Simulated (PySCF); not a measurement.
Work out the structure from these simulated measurements.

Formula: C9H4ClN.

- NMR, other nuclei: isotropic shieldings of nuclei other than C and H, by class: -69 (1 N), 684 (1 Cl) ppm [GIAO PBE0/pcSseg-1]
- Dipole: 5.00 D [PBE0/pcSseg-1]
- 13C NMR: chemical shifts (computed TMS as zero) by class: 151.6 (1 C), 137.5 (1 C), 137.3 (1 C), 135.3 (1 C), 134.1 (1 C), 122.7 (1 C), 119.8 (1 C), 98.0 (1 C), 84.5 (1 C) ppm [GIAO PBE0/pcSseg-1]
- 1H NMR: chemical shifts (computed TMS as zero) by class: 7.76 (1 H), 7.65 (1 H), 7.64 (1 H), 3.37 (1 H) ppm [GIAO PBE0/pcSseg-1]
- Rotational structure: rotational constants A, B, C: 1.446, 0.890, 0.551 GHz [GFN2-xTB]

The electronic properties come from PySCF, for the isolated species, density fitting. Levels stand in brackets. Isolated species at its GFN2-xTB geometry, gas phase. NMR classes are plain means over equivalent atoms (diastereotopic ones count apart unless rotation or inversion swaps them), as if these changed places fast.

Problem. Propose a structure and show how it fits.

Solution. Numbering: `[CH:1]#[C:2][c:3]1[cH:4][cH:5][cH:6][c:7]([Cl:8])[c:9]1[C:10]#[N:11]`. Its formula, C9H4ClN, gives 8 degrees of unsaturation: 1 ring and 7 π bonds in the structure found (Kekulé form). 9 carbons fall into 9 classes; from least to most shielded: aromatic C–Cl carbon [C7] (151.6 ppm), aromatic CH carbon [C4] (137.5 ppm), aromatic CH carbon [C5] (137.3 ppm), aromatic CH carbon [C6] (135.3 ppm), substituted aromatic carbon [C3] (134.1 ppm), substituted aromatic carbon [C9] (122.7 ppm), nitrile carbon [C10] (119.8 ppm), terminal alkyne carbon [C1] (98.0 ppm), alkyne carbon [C2] (84.5 ppm). Hydrogen classes from least to most shielded: 1 H on an aromatic CH carbon, C4 (7.76 ppm), 1 H on an aromatic CH carbon, C6 (7.65 ppm), 1 H on an aromatic CH carbon, C5 (7.64 ppm), 1 H on a terminal alkyne carbon, C1 (3.37 ppm). The other shieldings belong to: -69 ppm, nitrile nitrogen [N11]; 684 ppm, aryl chlorine [Cl8]. The optimised geometry has point group Cs and is an asymmetric top. Structure: `C#Cc1cccc(Cl)c1C#N`. The assignments are read from this structure; whether some other isomer fits the data as well wasn't checked.
